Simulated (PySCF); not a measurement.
Isomers of C9H6N2.

All values: CAM-B3LYP/def2-SVPD (PySCF) at PBE0-D3(BJ)/def2-SVP geometries, gas phase, one conformer each. Core orbitals are frozen in the response; Δα² is half the sum of the squared differences of the principal polarisabilities.

(1) Rank by HOMO–LUMO gap, lowest first.
A. `[N:1]#[C:2][CH2:3][C:4]1=[CH:5][C@H:6]2[C@@H:7]3[C@H:8]2[C@:9]13[C:10]#[N:11]` with C2–C3–C4–C5 0°
B. `C#CC1=CN2C=CC=CC2=N1`
C. `CC1=C(C#N)C(C#N)=CC=C1`
D. `CC1=C(C#N)C=CC(C#N)=C1`
E. `N#CC1=CN2C=CC=CC2=C1`

(2) Rank by dipole moment, lowest first.
A. `Cc1cccc(C#N)c1C#N`
B. `c12ccccn2cc(C#N)c1`
C. `N#Cc1ccn2ccccc12`
D. `[N:1]#[C:2][CH2:3][C:4]1=[CH:5][C@H:6]2[C@@H:7]3[C@H:8]2[C@:9]13[C:10]#[N:11]` with C2–C3–C4–C5 0°
E. `C#Cc1cn2ccccc2n1`
F. `[CH2:1]=[CH:2][CH2:3][C:4]#[C:5]/[C:6]([C:7]#[N:8])=[CH:9]\[C:10]#[N:11]` with C1–C2–C3–C4 123°

## Answers

(1) E (6.83 eV), B (7.13 eV), D (7.65 eV), C (7.93 eV), A (8.99 eV).

(2) F (2.28 D), E (3.92 D), D (4.47 D), B (6.26 D), C (6.56 D), A (7.43 D).

All values together:

```csv
SMILES,μ (D),HOMO (eV),LUMO (eV),α (Å³),Δα (Å³)
C#Cc1cn2ccccc2n1,3.92,-7.51,-0.38,18.39,18.14
N#Cc1cc2ccccn2c1,6.26,-7.35,-0.52,17.82,16.43
N#CCC1=C[C@H]2[C@@H]3[C@H]2[C@]13C#N,4.47,-8.61,0.38,14.68,6.22
Cc1cccc(C#N)c1C#N,7.43,-9.38,-1.45,16.76,11.16
N#Cc1ccn2ccccc12,6.56,-7.28,-0.52,17.62,13.71
Cc1cc(C#N)ccc1C#N,0.74,-9.29,-1.65,17.22,14.53
C=CCC#C/C(C#N)=C\C#N,2.28,-9.13,-2.23,18.24,10.43
```

Conformers: `[N:1]#[C:2][CH2:3][C:4]1=[CH:5][C@H:6]2[C@@H:7]3[C@H:8]2[C@:9]13[C:10]#[N:11]` with C2–C3–C4–C5 0°; `[CH2:1]=[CH:2][CH2:3][C:4]#[C:5]/[C:6]([C:7]#[N:8])=[CH:9]\[C:10]#[N:11]` with C1–C2–C3–C4 123°.
